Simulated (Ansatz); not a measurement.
A nudged elastic band was laid between two geometries of F3Ge + FH (6 atoms, charge 0, multiplicity 2).

Level of theory: UKS PBE0-D4/def2-SVP (Ansatz 0.2.0).

```
movable images  : 5
climbing image  : yes
spring          : 5.0 eV/Å²
optimiser       : quadratic models (default)
start path      : through a guess of the saddle point
force threshold : 0.5 eV/Å
iteration limit : 60
end points      : relaxed
```

Initial state:

```xyz
6
Properties=species:S:1:pos:R:3
Ge -0.529 -0.324 0.031
H 0.807 0.245 2.106
F 1.180 -0.421 0.442
F -0.760 1.321 -0.438
F -0.644 -1.248 -1.430
F -0.052 0.426 2.430
```

Final state:

```xyz
6
Properties=species:S:1:pos:R:3
Ge 0.485 -0.460 0.096
H -0.529 0.866 2.002
F 1.446 -0.456 -1.346
F 0.063 1.236 0.307
F -1.004 -1.217 -0.336
F -0.459 0.031 2.420
```

Question: Which bonds break or form, and what moves?

Answer: No bond is made or broken.  The two ends are copies of one structure, up to a mirror image or an exchange of like atoms.

Question: Give the energies along the band, and the barrier.

Answer: It converged. The highest image is number 3 of 0 to 6, 0.55 eV above the ends, which have the same energy within 2 meV. The threshold of 0.5 eV/Å is loose, so the images may lie well off the minimum-energy path. The order of the point at the top wasn't checked. Another band between the same ends, with other settings, climbed to 0.080 eV only, so this figure is probably too high.

| image | path coordinate (Å) | energy (eV) |
| --- | --- | --- |
| 0 | 0.00 | 0.00 |
| 1 | 1.01 | 0.15 |
| 2 | 2.03 | 0.30 |
| 3 | 3.04 | 0.55 |
| 4 | 4.05 | 0.30 |
| 5 | 5.05 | 0.13 |
| 6 | 6.06 | 0.00 |

Question: What is the geometry of the highest image?

Answer: 
```xyz
6
Properties=species:S:1:pos:R:3
Ge 0.028 -0.030 -0.160
H -0.173 0.051 2.380
F 1.671 -0.257 -0.625
F -0.536 1.396 -0.944
F -0.872 -1.356 -0.793
F -0.116 0.196 3.285
```

Time of the run: 54 s on 4 threads of Intel(R) Xeon(R) Platinum 8559C (Emerald Rapids) (shared host), peak memory 0.33 GiB.
